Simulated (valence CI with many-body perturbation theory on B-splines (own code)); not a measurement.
**E1 line list for Cl XIII**

Calculated by valence CI with perturbative core correlation (CI+MBPT): three valence electrons over a frozen Dirac-Fock core [He], a basis of 11 s, 11 p, 9 d, 7 f, 5 g, 2 h, 1 i functions for each j, with the one-electron correlation potential Σ1, the two-electron term Σ2, the three-electron term Σ3, Breit, model QED; selected CI, second order for the rest, scaled by the run's own slope (own B-spline code, finite nucleus).

No measured spectrum was set against this ion. As an estimate, levels of excited configurations hold to 0.05 to 0.15 % of their energy, terms of the ground configuration to about 0.5 %.

Lines 51 to 100 of 236 in falling wavelength, among levels below 33.241 Ry, chosen from the strongest by gf and those to the six lowest levels. Wavelengths and rates use the calculated energies, so an error of 400 cm⁻¹ moves a line at 274.4 Å by 0.11 % and its rate by three times that or more. Electric multipoles are in the length gauge, E1 and E2 with the static RPA response of the core. Weak lines are less certain than strong ones. Lines between different terms over intervals too small for the method are left out, as are lines whose strength nearly cancels. The highest levels of a list are the least certain.

Names give the largest LS component (configuration and term), which can be under half, so a name can repeat, a term be missing and a line seem to break the LS rules; names also repeat where a configuration has a term twice. Letters in brackets count levels of one name in rising energy.

| λ vac (Å) | Upper | Lower | A (s⁻¹) | log gf | Branch % |
| --- | --- | --- | --- | --- | --- |
| 274.4 | 2p²3s ⁴P_3/2 | 2s2p3s ⁴P°_5/2 | 3.17e+09 | -0.84 | 1.2 |
| 272.9 | 2p³ ²P°_3/2 | 2s2p² ²S_1/2 | 2.62e+09 | -0.93 | 14.6 |
| 271.1 | 2p²3s ⁴P_1/2 | 2s2p3s ⁴P°_3/2 | 6.13e+09 | -0.87 | 2.4 |
| 269.0 | 2p³ ²D°_3/2 | 2s2p² ²D_3/2 | 4.77e+09 | -0.68 | 61.0 |
| 268.6 | 2p³ ²D°_5/2 | 2s2p² ²D_5/2 | 5.71e+09 | -0.43 | 72.5 |
| 268.2 | 2p³ ²D°_5/2 | 2s2p² ²D_3/2 | 6.16e+08 | -1.40 | 7.8 |
| 268.1 | 2p²3s ²P_3/2 | 2s2p3s ²P°_3/2 [a] | 8.37e+09 | -0.44 | 1.5 |
| 267.8 | 2p²3s ⁴P_5/2 | 2s2p3s ⁴P°_5/2 | 5.27e+09 | -0.47 | 1.9 |
| 266.4 | 2p²3s ²P_1/2 | 2s2p3s ²P°_1/2 [a] | 7.71e+09 | -0.78 | 1.3 |
| 264.6 | 2s2p² ²D_3/2 | 2s²2p ²P°_1/2 | 2.95e+09 | -0.91 | 91.2 |
| 262.6 | 2p²3s ⁴P_3/2 | 2s2p3s ⁴P°_1/2 | 3.38e+09 | -0.85 | 1.3 |
| 260.2 | 2p²3s ⁴P_5/2 | 2s2p3s ⁴P°_3/2 | 2.49e+09 | -0.82 | 0.9 |
| 243.4 | 2s2p3d ²F°_7/2 [b] | 2s²3d ²D_5/2 | 3.81e+09 | -0.57 | 0.2 |
| 242.3 | 2s2p3d ²F°_5/2 [b] | 2s²3d ²D_3/2 | 3.62e+09 | -0.72 | 0.2 |
| 235.6 | 2s2p3d ²D°_3/2 [b] | 2s²3d ²D_3/2 | 8.69e+09 | -0.54 | 0.3 |
| 235.3 | 2s2p3d ²D°_5/2 [b] | 2s²3d ²D_5/2 | 9.13e+09 | -0.34 | 0.3 |
| 235.3 | 2s2p3p ²D_5/2 [b] | 2s²3p ²P°_3/2 | 6.67e+09 | -0.48 | 5.7 |
| 234.4 | 2s2p3p ²P_3/2 [b] | 2s²3p ²P°_3/2 | 9.12e+09 | -0.52 | 2.4 |
| 234.2 | 2s2p3p ²P_1/2 [b] | 2s²3p ²P°_1/2 | 7.71e+09 | -0.90 | 1.6 |
| 233.9 | 2s2p3p ²D_3/2 [b] | 2s²3p ²P°_1/2 | 7.28e+09 | -0.62 | 3.3 |
| 232.6 | 2s2p3s ²P°_1/2 [b] | 2s²3s ²S_1/2 | 9.50e+09 | -0.81 | 1.3 |
| 232.5 | 2s2p3s ²P°_3/2 [b] | 2s²3s ²S_1/2 | 8.23e+09 | -0.57 | 1.0 |
| 229.1 | 2p³ ⁴S°_3/2 | 2s2p² ⁴P_5/2 | 1.01e+10 | -0.50 | 48.0 |
| 226.5 | 2s2p3d ²P°_1/2 [b] | 2s²3d ²D_3/2 | 1.23e+10 | -0.72 | 0.5 |
| 226.5 | 2s2p3d ²P°_3/2 [b] | 2s²3d ²D_5/2 | 1.11e+10 | -0.47 | 0.5 |
| 224.5 | 2p³ ⁴S°_3/2 | 2s2p² ⁴P_3/2 | 7.17e+09 | -0.66 | 34.1 |
| 222.9 | 2s2p3p ²S_1/2 [b] | 2s²3p ²P°_3/2 | 8.28e+09 | -0.91 | 4.6 |
| 221.3 | 2p³ ⁴S°_3/2 | 2s2p² ⁴P_1/2 | 3.77e+09 | -0.96 | 17.9 |
| 217.7 | 2s2p² ²S_1/2 | 2s²2p ²P°_3/2 | 2.73e+09 | -1.41 | 20.3 |
| 216.2 | 2p³ ²P°_1/2 | 2s2p² ²D_3/2 | 1.06e+10 | -0.83 | 58.1 |
| 215.1 | 2p³ ²P°_3/2 | 2s2p² ²D_5/2 | 7.91e+09 | -0.66 | 44.1 |
| 214.9 | 2p³ ²P°_3/2 | 2s2p² ²D_3/2 | 1.47e+09 | -1.39 | 8.2 |
| 209.7 | 2s2p² ²S_1/2 | 2s²2p ²P°_1/2 | 1.07e+10 | -0.85 | 79.7 |
| 205.4 | 2s2p² ²P_1/2 | 2s²2p ²P°_3/2 | 1.29e+10 | -0.79 | 60.7 |
| 202.0 | 2s2p² ²P_3/2 | 2s²2p ²P°_3/2 | 1.95e+10 | -0.32 | 84.3 |
| 198.3 | 2s2p² ²P_1/2 | 2s²2p ²P°_1/2 | 8.39e+09 | -1.00 | 39.3 |
| 195.1 | 2s2p² ²P_3/2 | 2s²2p ²P°_1/2 | 3.63e+09 | -1.08 | 15.7 |
| 190.8 | 2p³ ²D°_5/2 | 2s2p² ⁴P_5/2 | 5.27e+07 | -2.76 | 0.7 |
| 188.0 | 2p³ ²D°_3/2 | 2s2p² ⁴P_3/2 | 2.67e+07 | -3.25 | 0.3 |
| 37.06 | 2s²3p ²P°_1/2 | 2s2p² ²D_3/2 | 2.96e+10 | -1.91 | 80.9 |
| 37.00 | 2s²3p ²P°_3/2 | 2s2p² ²D_3/2 | 2.58e+09 | -2.67 | 7.0 |
| 35.96 | 2p²3s ²P_3/2 | 2p³ ²P°_3/2 | 1.37e+11 | -0.98 | 23.9 |
| 35.52 | 2s2p3s ⁴P°_3/2 | 2s2p² ²D_3/2 | 5.51e+08 | -3.38 | 0.1 |
| 34.95 | 2s2p3s ²P°_1/2 [a] | 2s2p² ²D_3/2 | 2.56e+11 | -1.03 | 71.1 |
| 34.90 | 2p²3s ²P_1/2 | 2p³ ²D°_3/2 | 2.98e+11 | -0.96 | 51.6 |
| 34.81 | 2s2p3s ²P°_3/2 [a] | 2s2p² ²D_5/2 | 2.52e+11 | -0.74 | 64.5 |
| 34.80 | 2s2p3s ²P°_3/2 [a] | 2s2p² ²D_3/2 | 2.56e+10 | -1.73 | 6.6 |
| 34.80 | 2p²3s ²P_3/2 | 2p³ ²D°_5/2 | 2.70e+11 | -0.71 | 47.4 |
| 34.61 | 2s2p3s ²P°_3/2 [b] | 2s2p² ²P_3/2 | 1.61e+11 | -0.94 | 19.1 |
| 34.57 | 2s2p3d ²D°_3/2 [a] | 2s2p² ²P_3/2 | 1.27e+11 | -1.04 | 8.8 |
